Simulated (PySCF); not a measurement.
# [Bi(NH2)]2+ at several levels of theory

Computed with PySCF 2.14.0 (density fitting, no spin-orbit coupling) at the geometry relaxed with PBE0:

```xyz
4
[Bi(NH2)]2+ (singlet)
Bi    0.0000    0.0000   -0.0803
N     0.0000    0.0000    1.9390
H     0.8517    0.0000    2.5337
H    -0.8517    0.0000    2.5337
```

| level | basis | state | HOMO (eV) | gap (eV) | charge on Bi1 (e) | dipole about the centre of mass (D) | largest force component (eV/Å) |
| --- | --- | --- | --- | --- | --- | --- | --- |
| PBE0 | Bi def2-SVP with ECP60, N def2-SVP, H def2-SVP | singlet | -20.76 | 3.91 | 1.79 | 3.12 | 0.00 |
| PBE0 | Bi def2-TZVP with ECP60, N def2-TZVP, H def2-TZVP | singlet | -20.69 | 3.90 | 1.79 | 3.16 | 0.92 |
| PBE0 | Bi x2c-SVPall, N x2c-SVPall, H x2c-SVPall | singlet | -20.76 | 3.89 | 1.83 | 3.10 | 0.37 |

Charges are Mulliken's, which hang on the basis. The relaxation used the grid (50, 194), these runs (75, 302) or, all-electron (x2c bases, spin-free X2C Hamiltonian), (99, 590).

Order these levels, in the first row's basis, by the HOMO–LUMO gap they give here, smallest first.
A. BP86
B. B3LYP
C. HF
D. wB97X

A (1.99 eV), B (3.40 eV), D (8.27 eV), C (9.65 eV).

And their other results?


```json
{"level": "wB97X", "state": "singlet", "HOMO (eV)": "-22.99", "gap (eV)": "8.27", "charge on Bi1 (e)": "1.80", "dipole about the centre of mass (D)": "2.88", "largest force component (eV/Å)": "0.44"}
{"level": "HF", "state": "singlet", "HOMO (eV)": "-23.22", "gap (eV)": "9.65", "charge on Bi1 (e)": "1.95", "dipole about the centre of mass (D)": "2.25", "largest force component (eV/Å)": "1.02"}
{"level": "BP86", "state": "singlet", "HOMO (eV)": "-19.82", "gap (eV)": "1.99", "charge on Bi1 (e)": "1.73", "dipole about the centre of mass (D)": "3.48", "largest force component (eV/Å)": "0.79"}
{"level": "B3LYP", "state": "singlet", "HOMO (eV)": "-20.58", "gap (eV)": "3.40", "charge on Bi1 (e)": "1.76", "dipole about the centre of mass (D)": "3.25", "largest force component (eV/Å)": "0.43"}
```

In the first row's basis the gap widens with exact exchange: 2.0 eV for BP86 (none); 3.4 to 3.9 eV for B3LYP, PBE0 (a fixed share); 8.3 to 9.6 eV for wB97X, Hartree–Fock (rising or full at long range).
